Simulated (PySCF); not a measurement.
Record of a relaxation.

Compound: OsO4 (singlet state).
Bonds: Os1–O2, Os1–O3, Os1–O4, Os1–O5.

Computed by this run: PBE0-D3(BJ)/def2-SVP geometry optimisation, gas phase, def2 core potentials past Kr in PySCF 2.14.0; density fitting, grid level 1; the optimiser is geomeTRIC in internal coordinates, started from a GFN2-xTB structure with every atom displaced at random (about 0.03 Å). The frame can shift and turn from step to step; on so coarse a grid that alone can change the energy by a few meV, and forces under 0.02 eV/Å are noise.

Step 0: E = -10638.2064 eV, largest atomic force 16.700 eV/Å
```
atom  x, y, z in Å  |  force x, y, z in eV/Å
Os1     0.061   -0.077    0.012  -12.469   3.910   0.333
O2     -0.007   -0.031    1.613    0.392  -0.305   7.792
O3      1.462    0.003   -0.575   15.710  -0.051  -5.663
O4     -0.671    1.333   -0.531   -1.051   1.298  -0.489
O5     -0.771   -1.339   -0.581   -2.582  -4.852  -1.972
```

Step 1: E = -10640.0663 eV, largest atomic force 0.747 eV/Å
```
atom  x, y, z in Å  |  force x, y, z in eV/Å
Os1     0.018   -0.033   -0.006   -0.568   0.459  -0.154
O2      0.004   -0.045    1.695    0.129  -0.080  -0.449
O3      1.604   -0.029   -0.596    0.025  -0.145   0.175
O4     -0.741    1.390   -0.553    0.172  -0.612   0.226
O5     -0.810   -1.394   -0.602    0.242   0.378   0.202
```

Step 2: E = -10640.0793 eV, largest atomic force 0.475 eV/Å
```
atom  x, y, z in Å  |  force x, y, z in eV/Å
Os1     0.012   -0.018   -0.015    0.284  -0.338   0.174
O2      0.020   -0.050    1.678   -0.014   0.038   0.015
O3      1.609   -0.044   -0.579   -0.047   0.044  -0.020
O4     -0.761    1.382   -0.552   -0.159   0.299  -0.122
O5     -0.806   -1.380   -0.594   -0.064  -0.043  -0.048
```

Step 3: E = -10640.0810 eV, largest atomic force 0.050 eV/Å
```
atom  x, y, z in Å  |  force x, y, z in eV/Å
Os1     0.015   -0.022   -0.013    0.001   0.041  -0.020
O2      0.023   -0.047    1.680    0.003   0.003   0.005
O3      1.608   -0.041   -0.583   -0.025   0.006  -0.001
O4     -0.763    1.382   -0.553    0.025  -0.041   0.016
O5     -0.808   -1.382   -0.594   -0.004  -0.010   0.000
```

Step 4: E = -10640.0811 eV, largest atomic force under 0.02 eV/Å
```
atom  x, y, z in Å  |  force x, y, z in eV/Å
Os1     0.015   -0.022   -0.012    0.003  -0.001  -0.005
O2      0.026   -0.046    1.680    0.005   0.000  -0.005
O3      1.606   -0.039   -0.587   -0.010   0.000   0.001
O4     -0.764    1.381   -0.552   -0.003  -0.003   0.002
O5     -0.808   -1.384   -0.591    0.004   0.004   0.007
```

Problem. Summarise the path.

Solution. The energy falls by 1.8747 eV from step 0 to step 4; nine tenths of that is first reached at step 1. It falls at every step. The largest force goes from 16.700 to under 0.02 eV/Å. Among the bonds Os1–O3 changes most, from 1.522 to 1.692 Å; the atoms move by 0.099 Å rms after alignment.

The cost below is that of the whole optimisation. On Arm Neoverse V1, one thread, shared host with 32 logical CPUs at a one-minute load of 13, this took 21 s and 0.34 GiB of memory at its peak.
